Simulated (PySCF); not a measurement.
C3H5BrOS.
Z-matrix (Å and degrees, PBE0-D3(BJ)/def2-SVP geometry), rows numbered from 1:
```
C 
C   1  1.3275
Br  2  1.8784  1  126.15
S   2  1.8172  1  118.44  3   174.25
C   4  1.8163  2   96.48  1   114.10
O   4  1.4987  2  105.61  1     5.70
H   1  1.0960  2  116.95  3  -178.29
H   1  1.0912  2  122.47  3     1.82
H   5  1.0984  4  107.30  2   -60.88
H   5  1.0983  4  105.67  2  -178.72
H   5  1.0982  4  110.67  2    61.47
```

Computed with PBE0-D3(BJ)/def2-SVP geometry optimisation, gas phase (PySCF 2.14.0).

Take the most abundant isotopes and a rigid rotor. The values belong to one conformer with, in the numbering `[CH2:1]=[C:2]([Br:3])[S@:4]([CH3:5])=[O:6]`, C1–C2–S4–C5 114°.

(1) Give the principal moments of inertia and the rotational constants in MHz.

(2) What kind of rotor is it?

(3) Is it planar, by Δ = Ic − Ia − Ib?

(4) Give the coordinates in the principal-axis frame, origin at the centre of mass.

(5) Where do the levels up to J = 2 lie, in MHz?

(6) Which lines would a microwave search look for?

(7) Estimate the classical rotational partition function at 10 K, 25 K and 298.15 K.

## Answers

(1) Ia = 135.66, Ib = 452.21, Ic = 535.67 u·Å²; 505379 MHz·u·Å²/I gives A = 3725, B = 1118, C = 943.4 MHz.

(2) An asymmetric top; Ray's κ = -0.875.

(3) Not planar: Δ = Ic − Ia − Ib = -52.19 u·Å². For a rigid frame Δ = −2 Σ m c², so Σ m c² = 26.10 u·Å² lies off the ab plane: 5.53 from hydrogen and 20.57 from heavier atoms. The atom farthest from that plane is 1.81 Å away.

(4) The sense of each axis is arbitrary; atoms in the order of the calculation.
```tsv
atom	mass (u)	a (Å)	b (Å)	c (Å)
C1	12.000	0.359	1.914	0.556
C2	12.000	0.131	0.678	0.130
Br3	78.918	-1.552	-0.134	-0.067
S4	31.972	1.538	-0.306	-0.465
C5	12.000	1.490	-1.553	0.855
O6	15.995	2.755	0.526	-0.195
H7	1.008	1.403	2.244	0.586
H8	1.008	-0.444	2.584	0.868
H9	1.008	1.652	-1.028	1.806
H10	1.008	2.323	-2.237	0.647
H11	1.008	0.533	-2.093	0.843
```

(5) Above 0(0,0):
J = 1: 1(0,1) 2061, 1(1,1) 4669, 1(1,0) 4843
J = 2: 2(0,2) 6175, 2(1,2) 8617, 2(1,1) 9139, 2(2,1) 16963, 2(2,0) 16971
The levels of one J sum to (2J + 1)J(J + 1)(A + B + C)/3.

(6) The dipole components are |μa| = 1.92 D, |μb| = 1.22 D, |μc| = 1.09 D. Intensities carry the squares of the components, which stand as 1.00 : 0.40 : 0.32 (a : b : c). Some lines, for components of 0.1 D or more:

| type | branch | J(Ka,Kc) | MHz | lower level (cm⁻¹) |
| --- | --- | --- | --- | --- |
| a | Q | 2(1,1) ← 2(1,2) | 522 | 0.287 |
| b | R | 2(0,2) ← 1(1,1) | 1506 | 0.156 |
| a | R | 1(0,1) ← 0(0,0) | 2061 | 0.000 |
| c | Q | 2(1,2) ← 2(0,2) | 2442 | 0.206 |
| c | Q | 1(1,1) ← 1(0,1) | 2608 | 0.069 |
| b | Q | 1(1,0) ← 1(0,1) | 2782 | 0.069 |
| b | Q | 2(1,1) ← 2(0,2) | 2965 | 0.206 |
| a | R | 2(1,2) ← 1(1,1) | 3948 | 0.156 |
| a | R | 2(0,2) ← 1(0,1) | 4114 | 0.069 |
| a | R | 2(1,1) ← 1(1,0) | 4296 | 0.162 |
| b | R | 1(1,1) ← 0(0,0) | 4669 | 0.000 |
| c | R | 1(1,0) ← 0(0,0) | 4843 | 0.000 |
| b | R | 2(1,2) ← 1(0,1) | 6556 | 0.069 |
| c | R | 2(1,1) ← 1(0,1) | 7078 | 0.069 |
| c | Q | 2(2,1) ← 2(1,1) | 7824 | 0.305 |
| b | Q | 2(2,0) ← 2(1,1) | 7832 | 0.305 |
| b | Q | 2(2,1) ← 2(1,2) | 8346 | 0.287 |
| b | R | 2(2,1) ← 1(1,0) | 12120 | 0.162 |
| c | R | 2(2,0) ← 1(1,0) | 12128 | 0.162 |
| c | R | 2(2,1) ← 1(1,1) | 12294 | 0.156 |
| b | R | 2(2,0) ← 1(1,1) | 12302 | 0.156 |

(7) Point group C1, symmetry number σ = 1; q = (√π/σ)·√((kT/h)³/(ABC)), k/h = 20836.6 MHz/K: 2690 at 10 K, 10600 at 25 K, 438000 at 298.15 K.

Not checked by PBE0-D3(BJ)/def2-SVP frequencies. Zero-point vibration and centrifugal distortion are left out. A rigid rotor knows nothing of internal rotation, which can split or shift real lines. Quadrupole hyperfine structure (79Br) is left out.

Time: 41 s of wall time. Hardware: one thread, Arm Neoverse V1, no GPU, on a shared host. This is the geometry optimisation.
